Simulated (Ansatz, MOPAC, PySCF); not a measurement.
Molecule: AlH, net charge 0, singlet state. SMILES: [AlH]
Geometry: optimised at B3LYP-D3(BJ)/def2-TZVP (Ansatz, a quantum-chemistry and plane-wave program).

Unscaled harmonic wavenumbers (cm⁻¹) in rising order, each level at the stationary point that it reaches from this structure (no distance between atoms moves by over 0.3 Å); the order of modes can differ between levels, and a negative number is imaginary. B3LYP-D3(BJ)/def2-TZVP (PySCF, at the structure above): 1637.

PM3 (MOPAC): 1823. Zero-point energy 2.6 against 2.3 kcal/mol; where all levels lie over 400 cm⁻¹, the wavenumbers are on average 1.114 times those of B3LYP-D3(BJ)/def2-TZVP.

PM7 (MOPAC): 2399. Zero-point energy 3.4 against 2.3 kcal/mol; where all levels lie over 400 cm⁻¹, the wavenumbers are on average 1.466 times those of B3LYP-D3(BJ)/def2-TZVP.

HF/6-31G* (Ansatz): 1770. Zero-point energy 2.5 against 2.3 kcal/mol; where all levels lie over 400 cm⁻¹, the wavenumbers are on average 1.081 times those of B3LYP-D3(BJ)/def2-TZVP.
